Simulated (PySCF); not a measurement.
## Sn²⁺: interval between two levels

Sn²⁺ [Kr] 4d10 5s2 → Sn²⁺ [Kr] 4d10 5s1 5p1 [3P2, M_J = 2], as a difference of total energies. Computed with PySCF 2.14 in x2c-TZVPall-2c, with the two-component X2C-1e Hamiltonian. Correlated levels: [Ar] 3d10 frozen; the 6 highest virtual spinors dropped. "Screened" scales the spin-orbit matrix elements by Boettger's factors to mimic the two-electron term; Breit and QED terms are absent.

```tsv
method	interval between two levels (cm⁻¹)
GHF (spin-free)	46102
GMP2 (spin-free)	57720
GHF (screened spin-orbit)	47875
GMP2 (screened spin-orbit)	59541
```

The labels give the starting determinants; with spin-orbit coupling the two ends relaxed to ⟨J²⟩ = 0.00, ⟨L²⟩ = 0.02, ⟨S²⟩ = 0.02 and ⟨J²⟩ = 6.01, ⟨L²⟩ = 2.02, ⟨S²⟩ = 2.02.
